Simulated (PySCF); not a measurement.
**Excitation energy of Cr²⁺ by level of theory**

Cr²⁺ [Ar] 3d4 (5D) → Cr²⁺ [Ar] 3d3 4p1 (high-spin determinant), as a difference of total energies. All numbers are calculated (PySCF 2.14, the spin-free X2C one-electron Hamiltonian (Gaussian nucleus), in aug-cc-pVQZ-DK (9s8p6d4f3g2h, 140 functions)). Correlated levels: valence: [Ar] frozen. The calculations carry no spin-orbit coupling.

```tsv
method	excitation energy (eV)
UHF	11.032
LDA	11.903
PBE	11.538
PBE0	11.612
r2SCAN	11.403
BP86	11.506
PW91	11.562
BLYP	11.375
MP2 (valence)	11.519
SCS-MP2 (valence)	11.195
```

Q: How much does correlation contribute at MP2 (valence)?

A: 11.519 − (11.032) = 0.487 eV, measured against UHF.

A first-order spin-orbit estimate (lowest level to lowest level, LS coupling) adds -0.054 eV.

The determinant of the upper state mixes LS terms, which raises its energy above the lowest term, most at the Hartree-Fock and MP2 levels.
